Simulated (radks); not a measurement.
Effect of the nuclear size on neutral germanium, [Ar] 3d10 4s2 4p2. Method: Dirac Kohn-Sham, BLYP, spin-unpolarised, spherical densities, finite nucleus; open shells fill j = l - 1/2 first; Fermi nuclear charge, rms radius 4.0742 fm; computed with a radial shooting solver on a logarithmic mesh with Libxc functionals. The rms radius is varied about that value; shifts are against it.

rms radius (fm),total energy shift (eV),density at nucleus (e/bohr^3),1s1/2 shift (meV),2s1/2 shift (meV),2p1/2 shift (meV),3s1/2 shift (meV),3p1/2 shift (meV)
3.2594,-0.123,3.219e+04,-52.1,-5.08,0.412,-0.758,0.075
3.7116,-0.0577,3.192e+04,-24.5,-2.39,0.194,-0.357,0.035
4.0742,0,3.173e+04,0.000,0.000,0.000,0.000,0.000
4.3146,0.0411,3.162e+04,17.4,1.70,-0.138,0.254,-0.025
4.7057,0.113,3.144e+04,47.8,4.66,-0.378,0.696,-0.069

Slopes of the eigenvalues against <r^2> in GHz/fm^2, as finite differences over the two radii next to the reference (eigenvalue slopes, not the field-shift constants of lines): 1s1/2 2100, 2s1/2 204, 2p1/2 -16.6, 3s1/2 30.5, 3p1/2 -3.01.
